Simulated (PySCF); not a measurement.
## `C[C@H]1OC=C1C(Cl)(Cl)Cl`, C5H5Cl3O

Cartesian coordinates in Å; atom numbers follow the order of the lines, from 1:
```xyz
14

C    -1.7757   -0.4240    0.3914
C    -0.8094    0.2532   -0.5510
O    -0.7921    1.7038   -0.4223
C     0.5240    1.6327   -0.0810
C     0.6556    0.2986   -0.1614
C     1.6933   -0.7069    0.0340
Cl    1.8294   -1.7668   -1.4039
Cl    3.2616    0.0655    0.3277
Cl    1.3131   -1.7639    1.4368
H    -2.7942   -0.1423    0.1381
H    -1.5696   -0.1255    1.4159
H    -1.6663   -1.5012    0.3046
H    -0.9925   -0.0185   -1.5922
H     1.1222    2.4950    0.1412
```

Theory: PySCF 2.14.0, GIAO PW91/pcseg-1 magnetisability, rotational g tensor and spin-rotation constants, non-relativistic, gas phase. Geometry: GFN2-xTB.

Task: Give the nuclear spin-rotation constants along the inertial axes (H = +C I·J) beside the isotropic shieldings.

Result: Rotational constants 1.3244, 0.7880, 0.7099 GHz. A star marks the isotopologue with that one atom substituted, in its own axes.
| atom | isotope | Caa (kHz) | Cbb (kHz) | Ccc (kHz) | mean (kHz) | σ (ppm) |
| --- | --- | --- | --- | --- | --- | --- |
| Cl7 | 35Cl | 0.864 | 0.420 | 0.164 | 0.483 | 352.8 |
| Cl8 | 35Cl | 0.663 | 0.223 | 0.338 | 0.408 | 439.7 |
| Cl9 | 35Cl | 0.922 | 0.297 | 0.255 | 0.492 | 343.0 |
| H10 | 1H | 0.033 | -0.083 | -0.080 | -0.043 | 29.8 |
| H11 | 1H | -0.155 | -0.083 | 0.016 | -0.074 | 30.2 |
| H12 | 1H | -0.097 | -0.008 | -0.080 | -0.062 | 29.9 |
| H13 | 1H | -0.130 | -0.083 | 0.050 | -0.055 | 26.3 |
| H14 | 1H | -0.130 | 0.059 | -0.066 | -0.045 | 24.8 |
| C1 | 13C* | 0.202 | 0.107 | 0.095 | 0.135 | 169.0 |
| C2 | 13C* | 0.307 | 0.186 | 0.194 | 0.229 | 98.4 |
| O3 | 17O* | -0.370 | -0.175 | -0.076 | -0.207 | 148.5 |
| C4 | 13C* | 0.525 | 0.287 | 0.171 | 0.328 | 41.2 |
| C5 | 13C* | 0.551 | 0.267 | 0.143 | 0.320 | 53.1 |
| C6 | 13C* | 0.412 | 0.223 | 0.195 | 0.277 | 69.3 |

For the geometry as given, no vibrational averaging.
